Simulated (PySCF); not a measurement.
C3H3F3, SMILES F[C@H]1[C@H](F)[C@H]1F. Coordinates come from a PBE0-D3(BJ)/def2-SVP optimisation. The structure was generated by enumeration; whether it is a known compound was not checked.

Computed equilibrium geometry at PBE0-D3(BJ)/def2-SVP (PySCF confirms it by a frequency run) as Cartesian coordinates in Å, and its point group:
point group Cs.
```xyz
9

F     -1.2002     0.2033     1.4082
C     -0.2143    -0.4375     0.7525
C     -0.2143    -0.4375    -0.7525
F     -1.2002     0.2033    -1.4082
C      0.7708     0.3899     0.0000
F      2.0776     0.0529     0.0000
H      0.1379    -1.3466     1.2536
H      0.1379    -1.3466    -1.2536
H      0.5756     1.4691     0.0000
```
Charge 0, spin multiplicity 1.
